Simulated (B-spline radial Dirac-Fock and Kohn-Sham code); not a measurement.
**Dipole and non-dipole photoemission parameters of Ce⁴⁺ 3p1/2**

System: cerium as Ce⁴⁺ in the configuration [Kr] 4d10 5s2 5p6; threshold 1318.3 eV (orbital energy of the model). The computed values come from an atomic code on a B-spline grid: Dirac-Hartree-Slater photoionisation with a Latter tail; cross sections with all multipoles, angular parameters from the dipole term and its interference with E2.

Input of the calculation (task.json; shells as n, l, electrons):

```json
{"items": [{
  "Z": 58,
  "q": 4,
  "cfg": [[1, 0, 2], [2, 0, 2], [2, 1, 6], [3, 0, 2], [3, 1, 6], [3, 2, 10], [4, 0, 2], [4, 1, 6], [4, 2, 10], [5, 0, 2], [5, 1, 6]],
  "A": 140,
  "rrms": 4.8771,
  "do": "xps",
  "hv": [58.2, 60, 66.7, 70.1, 76.1, 76.4, 80, 86.2, 176.0, 200, 296.0, 300, 400, 704.0, 726.0, 876.0, 1240.0, 1253.6, 1550.0, 2760.0, 3750.0, 5630.0, 6550.0, 7640.0, 8047.8, 9160.0, 9760.0, 12500.0, 13900.0, 15000]
}]}
```

Launch: `python xray2_run.py task.json out`

For linearly polarised light dσ/dΩ = σ/(4π) [1 + β P₂(cos θ) + (δ + γ cos²θ) sin θ cos φ], with θ from the polarisation vector and φ the angle between the beam and the projection of the electron momentum on the plane normal to the polarisation.

```
hν (eV)  σ (kb)      β       γ      δ
   1550    73.3  1.189   0.366  0.072
   2760    29.9  1.592  -0.020  0.002
   3750    16.6  1.601   0.080  0.003
   5630    6.90  1.553   0.426  0.012
   6550    4.84  1.523   0.594  0.019
   7640    3.34  1.487   0.776  0.027
 8047.8    2.94  1.474   0.839  0.030
   9160    2.13  1.439   1.003  0.039
   9760    1.82  1.421   1.086  0.044
  12500   0.949  1.345   1.418  0.069
  13900       ?      ?       ?      ?
  15000   0.578  1.283   1.664  0.093
```

**Question.** Give the values at 13900 eV.

**Answer.** σ = 0.712 kb, β = 1.309, γ = 1.561, δ = 0.082.
